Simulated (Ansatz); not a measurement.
Start from `BC[SiH2]SC` and change one atom or group to get `BC[SiH2][SiH3]`.

Ansatz, PBE0-D4/def2-TZVP geometries, multiplicity 1. Each molecule was computed in one conformer, which needn't be the lowest. `BC[SiH2]SC` holds a close contact that its SMILES doesn't draw: S···B 2.10 Å.

```csv
property,`BC[SiH2]SC`
"ideal-gas entropy at 298 K and 1 bar (rigid rotor, harmonic PBE0-D4/def2-TZVP) / J/(mol·K)",353
zero-point energy (PBE0-D4/def2-TZVP) / kJ/mol,276.6
HOMO–LUMO gap (PBE/def2-TZVPP) / eV,5.19
HOMO–LUMO gap (ωB97M-V/def2-TZVPP) / eV,11.08
HOMO energy (PBE/def2-TZVPP) / eV,-6.27
size of the dipole moment (B3LYP/def2-TZVPP) / D,2.91
```

(1) Give the same properties after the change, and the shifts. (Best estimate.)

Answers

(1) The calculation gave: 
```tsv
property	`BC[SiH2][SiH3]`	shift
ideal-gas entropy at 298 K and 1 bar (rigid rotor, harmonic PBE0-D4/def2-TZVP) / J/(mol·K)	366	13
zero-point energy (PBE0-D4/def2-TZVP) / kJ/mol	234.6	-42.0
HOMO–LUMO gap (PBE/def2-TZVPP) / eV	4.73	-0.46
HOMO–LUMO gap (ωB97M-V/def2-TZVPP) / eV	10.71	-0.37
HOMO energy (PBE/def2-TZVPP) / eV	-7.12	-0.85
size of the dipole moment (B3LYP/def2-TZVPP) / D	0.97	-1.94
```

With PBE0 the HOMO falls by 0.78 eV and the LUMO falls by 1.21 eV, so the gap narrows by about 0.43 eV. PBE moves the HOMO by -0.85 eV and ωB97M-V by -0.64 eV. The zero-point energy changes by -42.0 kJ/mol with -3 modes. Dipoles are sizes alone; their direction can turn. Modes under 60 cm⁻¹, often nearly free rotors, make the harmonic entropy too high.

Positive LUMOs are unbound, so they and the gaps depend on the basis.

B3LYP here is the variant with VWN-RPA as its local correlation; programs differ in this.
